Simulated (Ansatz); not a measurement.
Species: C$_{5}$H$_{11}$O (charge 0, doublet). It need not be the lowest isomer of its formula. 
Structure (B3LYP-D3(BJ)/def2-TZVP (Ansatz, a quantum-chemistry and plane-wave program) minimum search):
```
C
H 1 1.0993
C 1 1.4906 2 107.91
H 3 1.0839 1 120.08 2 -142.10
C 3 1.4787 4 117.12 1 169.72
H 5 1.1007 3 109.92 4 156.11
H 5 1.1052 6 106.39 3 -119.82
O 5 1.4282 6 110.99 7 -119.11
H 8 0.9627 5 108.50 6 70.36
C 1 1.5296 2 108.21 3 -120.79
H 10 1.0910 1 111.13 2 61.11
H 10 1.0916 11 108.25 1 122.22
H 10 1.0931 11 107.92 12 116.43
C 1 1.5436 2 106.61 3 120.21
H 14 1.0912 1 111.48 2 -59.99
H 14 1.0924 15 107.99 1 121.54
H 14 1.0926 15 107.97 16 116.77
```
Charge 0, spin multiplicity 2.

Wanted: atomisation energy (electronic, to ground-state atoms), in kJ/mol. Valence correlation only, unless marked. UHF or UKS for open shells. No spin-orbit coupling. Non-relativistic. The coupled-cluster limit lacks core correlation, which all-electron functionals hold. CBS(X,Y): correlation extrapolated as X^-3; Hartree-Fock from the larger set. The bracket is a focal-point correction in the basis named.

```
level                                                     program  atomisation energy (kJ/mol)
-------------------------------------------------  --------------  ---------------------------
SVWN5/def2-TZVPD                                           Ansatz                       7574.1
r2SCAN0-D4/def2-TZVPD                              Ansatz + dftd4                       6588.7
CAM-B3LYP/def2-TZVPD                                       Ansatz                       6642.9
B2PLYP-D3(BJ)/def2-TZVPD                           Ansatz + dftd3                       6573.6
RI-MP2/CBS(cc-pVTZ,cc-pVQZ)                                Ansatz                       6706.5
SCS-MP2/6-31G                                              Ansatz                       5722.9
RI-MP2/CBS(cc-pVTZ,cc-pVQZ)+[CCSD(T)-MP2]/cc-pVTZ          Ansatz                       6637.3
```
